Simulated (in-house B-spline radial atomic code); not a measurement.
P is squeezed into an impenetrable sphere of radius R (the orbitals vanish at R). No spin polarisation. Level of theory: scalar-relativistic (X2C) PBE, spherical fractional occupations, Fermi nucleus of rms radius 3.1889 fm; calculated with an all-electron radial atomic-structure program (B-spline basis).

Energies in eV above the free atom in [Ne] 3s2 3p3:

```
R (bohr)  highest level (eV)  [Ne] 3s2 3p3  [Ne] 3s1 3p4  [He] 2s2 2p5 3s2 3p3 3d1
    8.58               -5.46       0.01872          8.55                       139
     6.5               -5.09        0.2616          8.81                       140
    4.73               -3.05         2.717         11.54                     143.6
    4.37               -1.94         4.494         13.51                     145.7
    3.83               0.837         9.807          19.3                     151.5
    2.89                13.2         41.89         53.31                     185.6
    2.53                24.2         76.45         89.18                     222.5
    2.08                  51           172         186.8                     325.2
     1.9                69.7         244.2         259.7                       403
    1.35                 204         831.8         841.8                      1034
```

Does [Ne] 3s1 3p4 fall below [Ne] 3s2 3p3 under compression?

No, it stays above over the whole range.

Does [He] 2s2 2p5 3s2 3p3 3d1 fall below [Ne] 3s2 3p3 under compression?

No, it stays above over the whole range.

The highest level is first positive in the row R = 3.83 bohr, pushed up by confinement above the zero of the free ion's potential. Each configuration is held fixed and needn't be the lowest in the sphere.
